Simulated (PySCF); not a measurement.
I$_{4}$Si, charge +1, doublet, geometry from GFN2-xTB (a state made from the parent by changing its charge; the spin is typed, not shown lowest) (core potentials on I).

PySCF was given this input:
```python
from pyscf import gto, scf, dft

mol = gto.Mole()
mol.atom = '''
    I     2.23155095   -1.02441071    0.44556577
    Si   -0.00000000    0.00000000    0.00000000
    I    -1.46159126   -1.66009907   -1.15567637
    I    -1.05251266    0.67328361    2.16024815
    I     0.28255297    2.01122617   -1.45013755
'''
mol.basis = 'def2-svp'
mol.ecp = {'I': 'def2-svp'}
mol.charge = 1
mol.spin = 1
mol.verbose = 4
mol.build()

mf = dft.UKS(mol)
mf.xc = 'b3lyp'
mf.kernel()
```

Task: Estimate the number of basis functions that PySCF with B3LYP/def2-SVP returns for this input.

Result: 122

Task: Give the total energy at the level B3LYP/def2-SVP.

Result: -1480.406572 Ha

Task: Estimate the nuclear repulsion energy that B3LYP/def2-SVP returns for this input.

Result: 783.8150 Eh

Task: What <S^2> does B3LYP/def2-SVP give?

Result: 0.752

Task: Estimate the HOMO energy that B3LYP/def2-SVP returns for this input.

Result: -11.75 eV

These values belong to the state on which the SCF converged, which isn't shown to be the lowest.
